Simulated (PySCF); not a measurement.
PySCF 2.14 output of an unrestricted TPSS calculation on a single atom or ion in def2-SVP with the def2 core potential (60 electrons), with a scalar-relativistic core potential:

```
SCF conv_tol = 1e-09
number electrons alpha = 10  beta = 6
    J. Tao, J. P. Perdew, V. N. Staroverov, and G. E. Scuseria.,  Phys. Rev. Lett. 91, 146401 (2003)
    J. P. Perdew, J. Tao, V. N. Staroverov, and G. E. Scuseria.,  J. Chem. Phys. 120, 6898 (2004)
    J. Tao, J. P. Perdew, V. N. Staroverov, and G. E. Scuseria.,  Phys. Rev. Lett. 91, 146401 (2003)
    J. P. Perdew, J. Tao, V. N. Staroverov, and G. E. Scuseria.,  J. Chem. Phys. 120, 6898 (2004)
cycle= 1 E= -103.894413173897  delta_E= -0.00761  |g|= 0.014  |ddm|= 0.417
cycle= 2 E= -103.894448192437  delta_E= -3.5e-05  |g|= 0.0126  |ddm|= 0.0547
cycle= 3 E= -103.894527588688  delta_E= -7.94e-05  |g|= 0.000285  |ddm|= 0.0198
cycle= 4 E= -103.894527640228  delta_E= -5.15e-08  |g|= 2.04e-05  |ddm|= 0.000589
cycle= 5 E= -103.894527640482  delta_E= -2.53e-10  |g|= 6.75e-07  |ddm|= 4.23e-05
converged SCF energy = -103.894527640482  <S^2> = 6.0005683  2S+1 = 5.0002273
```

The run itself started from symmetry-adapted Hartree-Fock orbitals and held the occupation by maximum overlap, on a logarithmic radial grid, so the iterations belong to that start.

Task: Which element, charge and spin multiplicity is this?

Result: Ir⁺ (iridium, charge +1), multiplicity 5; the state was [Xe] 4f14 5d7 6s1, high-spin 5F determinant.

Energies and moments cover only the electrons outside the core potential. Spin-orbit coupling, absent here, splits the open shell strongly.
